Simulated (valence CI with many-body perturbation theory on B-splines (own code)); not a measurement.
Results of a calculation; reference values are marked as such.
Assign the levels of Tm XX

Method: valence CI with perturbative core correlation (CI+MBPT): four valence electrons over a frozen Dirac-Fock core [Kr] 4d10, radial functions for each j: 7 s, 7 p, 7 d, 7 f, 4 g, 2 h, with the one-electron correlation potential Σ1, the two-electron term Σ2, the three-electron term Σ3, Breit, model QED; selected CI, second order for the rest, scaled by the run's own slope (own B-spline code, finite nucleus).

No measured spectrum was set against this ion. As an estimate, terms of the open shell hold to a few per cent of their energy, and close levels can change places.

```
No.  J  Parity  E (cm⁻¹)      g
  1  4    even       0.0  0.619
  2  5    even      7110  0.904
  3  6    even     13953  1.064
  4  7    even     20304  1.160
  5  8    even     26185  1.221
  7  1    even     29948  0.070
 11  6    even     39636  0.868
```

Energies count from the lowest level. Strongly mixed levels and levels close to another of their J and parity, and those with J = 0 are left out, so the numbers can have gaps.

(1) Give configuration and LS term of each level.

Answers

(1) 1: 4f⁴ ⁵I; 2: 4f⁴ ⁵I; 3: 4f⁴ ⁵I; 4: 4f⁴ ⁵I; 5: 4f⁴ ⁵I; 7: 4f⁴ ⁵F; 11: 4f⁴ ³K.
